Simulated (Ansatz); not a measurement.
Ansatz (a program for electronic structure) input (RPA@PBE/cc-pV(Q+d)Z):
A basis named .json is the Basis Set Exchange file of that set.

Ansatz 0.2 input:
```yaml
crystal:
  periodic: [false, false, false]
  atoms:
    - {symbol: Si, position_ang: [-2.34480520, -0.24694882, -0.13562486]}
    - {symbol: C, position_ang: [-0.48619223, -0.15848937, -0.04266706]}
    - {symbol: C, position_ang: [0.40311614, -1.29242953, -0.15766405]}
    - {symbol: C, position_ang: [1.68447560, -0.88780559, -0.04698767]}
    - {symbol: S, position_ang: [1.91811948, 0.78215876, 0.18960013]}
    - {symbol: C, position_ang: [0.20062522, 1.01319854, 0.14610668]}
    - {symbol: H, position_ang: [-2.88615624, 1.12207793, 0.02640229]}
    - {symbol: H, position_ang: [-2.88371123, -1.12110776, 0.93323173]}
    - {symbol: H, position_ang: [-2.78031431, -0.79930552, -1.44033245]}
    - {symbol: H, position_ang: [0.08053918, -2.31171790, -0.30990883]}
    - {symbol: H, position_ang: [-0.20514464, 2.00595227, 0.26302580]}
basis:
  gaussian:
    orbitals: cc-pV_Q+d_Z.json
hamiltonian:
  xc: pbe
magnetization: {spin_polarized: true, initial_magnetization: 1}
correlation: {method: rpa, electrons: outside_noble_gas}
```

Output:

```
Functional definition: PBE
integrals: 3.80 GiB planned
2968 factors; integrals over basis functions are off by at most 9.5e-4 eV
0.78 GiB of the device are held for the grids
5.52 GiB of device memory are held for the factors and their scratch space
mean field: 6.37 GiB planned
mean field evaluation 1: about -22901.7899 eV, gradient 6.8e1 eV
mean field evaluation 2: about -22901.7789 eV, gradient 6.8e1 eV
mean field evaluation 4: about -22918.3559 eV, gradient 4.3e1 eV
mean field evaluation 8: about -22928.0255 eV, gradient 2.3e0 eV
mean field evaluation 16: about -22928.0524 eV, gradient 6.3e-3 eV
mean field evaluation 32: about -22925.3216 eV, gradient 1.1e1 eV
mean field evaluation 64: about -22927.9834 eV, gradient 3.6e0 eV
mean field evaluation 96: about -22928.0507 eV, gradient 2.7e-1 eV
mean field -22928.05238781 eV, -842.5903840600 hartree, gradient 3.3e-6 eV, S^2 0.757556; 5 other end points of the search recorded, 0 dependent functions left out
14 core orbitals not correlated
reference -22878.95909459 eV, -840.7862388107 hartree; 16, 15 occupied and 468, 469 virtual orbitals, 2968 factors
Total energy: -22922.89516276 eV, -842.4008595349 hartree
```

It need not be the lowest isomer of its formula.
